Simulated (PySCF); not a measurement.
AlFH₄O₃Si, SMILES [OH][Al]([OH])[O][SiH2]F. Atoms are numbered in the order given.

```xyz
10

Si     1.9479    -0.0260    -0.2798
F      2.4488     0.3041     1.2333
O      0.3328     0.2065    -0.3664
Al    -1.3343    -0.0488    -0.1403
O     -1.8946    -1.6470    -0.0295
O     -2.4275     1.2490    -0.0540
H      2.3067    -1.4355    -0.5605
H      2.6382     0.9182    -1.1879
H     -2.8256    -1.8647     0.0943
H     -2.1686     2.1760    -0.1049
```

Geometry optimised at TPSSh-D3(BJ)/def2-SVP. The structure was generated by enumeration; whether it is a known compound was not checked. Other conformers were not sampled.

Computed with C-PCM-B3LYP/def2-SVP run with PySCF.

The values are the electrostatic part of the solvation free energy, E(continuum) − E(gas) at the gas-phase geometry, in a cavity of scaled van der Waals radii (PySCF's table); cavitation and dispersion terms are not included. A continuum can't describe solvent molecules that bind to the metal. In vacuum the orbital gap is 7.75 eV. The dipole moment in vacuum is 1.98 D.

**Question.** Estimate the values in water (ε = 78.36), cyclohexanone (ε = 15.62), N,N-dimethylformamide (ε = 37.22). (Estimate from the structure and the level; the computed values follow.)

**Answer.** 
| solvent | ε | ΔG(elec) (kcal/mol) | dipole (D) | gap (eV) |
|---|---|---|---|---|
| water | 78.36 | -9.4 | 2.29 | 7.94 |
| cyclohexanone | 15.62 | -8.8 | 2.27 | 7.93 |
| N,N-dimethylformamide | 37.22 | -9.2 | 2.29 | 7.94 |
